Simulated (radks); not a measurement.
Task: These are the eigenvalues of the occupied orbitals of an atom or ion with whole-number occupations (hartree). All-electron calculation, Dirac Kohn-Sham, B86b exchange with PBE correlation, spin-unpolarised, spherical densities, point nucleus. Program: a radial shooting solver on a logarithmic mesh with Libxc functionals.

orbital  eigenvalue
1s1/2     -1263.673
2s1/2     -197.6428
2p1/2     -185.7600
2p3/2     -173.8248
3s1/2     -41.37605
3p1/2     -36.43808
3p3/2     -34.16968
3d3/2     -25.48636
3d5/2     -25.00674
4s1/2      -8.43073
4p1/2      -6.68413
4p3/2      -6.23361
4d3/2      -3.41079
4d5/2      -3.33815
5s1/2      -1.85324
5p1/2      -1.41273
5p3/2      -1.35114
4f5/2      -0.57006
4f7/2      -0.56763

Which element is it, and in what charge state? The configuration may be excited. Open shells, if any, are shared by 2j + 1.

Result: Z = 54, xenon, charge +3: Xe3+ in [Kr] 4d10 5s2 5p1 4f2. The list shows which subshells hold electrons but not how many an open one holds; the 1s level, -1263.7 hartree, gives Z - s = 50.3 by -(Z - s)^2/2, which with screening and relativity narrows Z to a few neighbours, and the depths of the outer levels then fix element, charge and occupations together.
